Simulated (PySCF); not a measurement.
**Nonlinear optical response: SMILES CC(C)Oc1ccccc1, C9H12O**

Cartesian coordinates in Å; atom numbers follow the order of the lines, from 1:
```xyz
22

C    -1.402   -0.463   -1.449
C    -1.373   -0.095    0.024
C    -2.540   -0.675    0.796
O    -0.199   -0.602    0.643
C     0.990    0.015    0.484
C     2.087   -0.613    1.092
C     3.354   -0.053    1.004
C     3.556    1.143    0.309
C     2.468    1.764   -0.295
C     1.188    1.212   -0.216
H    -1.417   -1.558   -1.562
H    -0.520   -0.079   -1.980
H    -2.300   -0.052   -1.934
H    -1.390    1.005    0.134
H    -2.532   -1.773    0.729
H    -2.476   -0.394    1.857
H    -3.493   -0.306    0.391
H     1.910   -1.545    1.632
H     4.196   -0.556    1.485
H     4.553    1.581    0.240
H     2.607    2.698   -0.845
H     0.357    1.722   -0.704
```

The calculation used quadratic response CAM-B3LYP/def2-SVPD first hyperpolarisability, Taylor convention, gas phase (PySCF 2.14.0). Geometry: PBE0-D3(BJ)/def2-SVP.

(1) What is the first hyperpolarisability, and how does it disperse?

(2) Which lowest excitations, dipole and polarisabilities go with it?

## Answers

(1) In au, Taylor convention; the vector part is βᵢ = ⅓ Σⱼ (βᵢⱼⱼ + βⱼᵢⱼ + βⱼⱼᵢ); β∥ is 3/5 of the vector part along the dipole, the dipole points from − to +:
```tsv
process	λ (nm)	β vector norm	β∥	β HRS	depolarisation ratio
static β(0;0,0)	∞	207.7	56.4	97.2	3.60
second harmonic β(−2ω;ω,ω)	1907	220.5	60.9	102.4	3.69
Pockels β(−ω;ω,0)	1907	211.8	57.8	–	–
second harmonic β(−2ω;ω,ω)	1064	254.1	72.9	115.8	3.90
Pockels β(−ω;ω,0)	1064	221.5	61.2	–	–
```

(2) S1 5.14 eV (f = 0.031); S2 5.88 eV (f = 0.097); S3 6.39 eV (f = 0.001); dipole 1.48 D; isotropic α 110.6 au static, 111.0 au at 1907 nm, 111.8 au at 1064 nm, 112.1 au at 953.5 nm, 115.8 au at 532 nm.
